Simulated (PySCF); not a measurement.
Simulated characterisation data

[PySCF 2.14: GFN2-xTB geometry; shieldings: GIAO PBE0/pcSseg-1; no relativistic terms; isolated molecule; single conformer; fast rotation and ring inversion assumed for equivalent nuclei]

Referencing at the same level of theory: $^{1}$H, $^{13}$C vs TMS. Splittings of carbon signals by F and P are missing where no couplings were computed. Where no couplings were computed, multiplicities follow the n + 1 count of equivalent neighbours, and m marks all less simple cases (inequivalent or close neighbours, rings, F or P nearby). Shifts are as computed. Against solution values, carbons near 30 ppm lie about +3 ppm off and those near 130 ppm about +5 ppm. Of 1211 compounds with measured shifts, 218 miss one by over three times the rms of a fit or turn the order of signals round; such compounds aren't used in these exercises.

**1.** `C/C(=C/F)[C@H]1CCO[SiH2]O1`, C6H11FO2Si. $^{1}$H NMR (500 MHz, computed): δ 6.61 (m, 1H), 5.39 (m, 1H), 5.15 (m, 1H), 5.03 (m, 1H), 4.49 (m, 1H), 4.42 (m, 1H), 2.06 (m, 1H), 1.82 (s, 3H), 1.40 (m, 1H). $^{13}$C{$^{1}$H} NMR (computed): δ 150.2, 132.2, 72.7, 66.8, 41.2, 13.0.

**2.** `InChI=1S/C7H16O/c1-6(2)8-7(3,4)5/h6H,1-5H3`. $^{1}$H NMR (500 MHz, computed): δ 3.67 (sept, 1H), 1.18 (s, 9H), 1.13 (d, 6H). $^{13}$C{$^{1}$H} NMR (computed): δ 74.8 (C), 67.3 (CH), 29.8 (CH3), 27.2 (CH3).

**3.** `C(=C)[C@@]1(C)O[SiH2]OC[C@@H]1F`, C6H11FO2Si. $^{1}$H NMR (500 MHz, computed): δ 6.12 (m, 1H), 6.09 (m, 1H), 5.69 (m, 1H), 5.23 (m, 1H), 4.96 (m, 1H), 4.63 (m, 1H), 4.55 (m, 1H), 4.42 (m, 1H), 1.50 (s, 3H). $^{13}$C{$^{1}$H} NMR (computed): δ 149.6, 121.7, 96.6, 79.8, 67.8, 29.1.
